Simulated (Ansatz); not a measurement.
Two structures of BSiH6OF, singlet, reached by relaxing down either side of one saddle point (PBE0-D4/def2-TZVP). Energies are electronic, without zero-point energy. Ansatz 0.2.0; basis: def2-TZVPP and def2-QZVPP; cores frozen in the correlated methods. Extrapolation: Hartree–Fock as exp(−7.88 √X), correlation as X^−2.97. First:

```
10
angstrom
B -1.4493 0.0400 -0.1496
F -1.6699 -1.1599 -0.7840
H -2.2732 0.3446 0.6754
H -1.0275 0.9286 -0.8716
H -0.0887 -1.1134 1.1818
O -0.0601 -0.2538 0.7490
Si 1.3574 0.2182 -0.0665
H 2.4575 -0.4118 0.7051
H 1.3367 -0.2808 -1.4551
H 1.4173 1.6882 0.0155
```

Second:

B1  (-1.312, 0.866, -0.001)
F2  (-0.896, -2.596, 0.431)
H3  (-2.423, 0.455, 0.153)
H4  (-1.062, 2.025, -0.183)
H5  (-0.760, -1.680, 0.297)
O6  (-0.298, -0.036, 0.033)
Si7  (1.356, 0.200, -0.147)
H8  (2.004, -0.274, 1.095)
H9  (1.789, -0.604, -1.310)
H10  (1.603, 1.644, -0.367)
(Å)

Q: Which bonds change from the first to the second?

A: SiH₄O ([OH][SiH3]) + BH₂F ([BH2][F]) → BSiH₅O ([BH2][O][SiH3]) + HF; bonds formed: F2–H5; dative contacts that become bonds: B1–O6; bonds broken: B1–F2, H5–O6.

Q: Give the saddle point's structure and its height above each. (An estimate is asked for; the value comes from the calculation.)

A: Computed: 88.5 kJ/mol above the first and 80.7 kJ/mol above the second (CCSD(T) at an estimated basis limit (MP2 extrapolated from triple and quadruple zeta, plus CCSD(T) − MP2 in triple zeta)).
B1  (-1.361, 0.159, -0.062)
F2  (-1.642, -1.452, -0.077)
H3  (-2.153, 0.645, 0.687)
H4  (-1.286, 0.526, -1.201)
H5  (-0.646, -1.291, 0.365)
O6  (-0.040, -0.181, 0.574)
Si7  (1.463, 0.299, 0.034)
H8  (2.459, -0.399, 0.878)
H9  (1.635, -0.075, -1.392)
H10  (1.570, 1.768, 0.194)
(Å)

No T1 diagnostic of these runs exceeds 0.012.

The step is the kind of ligand exchange by which a precursor binds to a hydroxyl group, or is hydrolysed, in atomic layer deposition of oxides.

Labels in which every atom is bracketed show which atoms are joined, not bond orders.

For scale, one of the runs: CCSD(T)/def2-TZVPP, 219 basis functions (an equivalent command: `ansatz run in.yaml --threads 4`). The run took 50 s on 4 CPU threads (shared host), with 3.4 GiB of host memory at its peak.
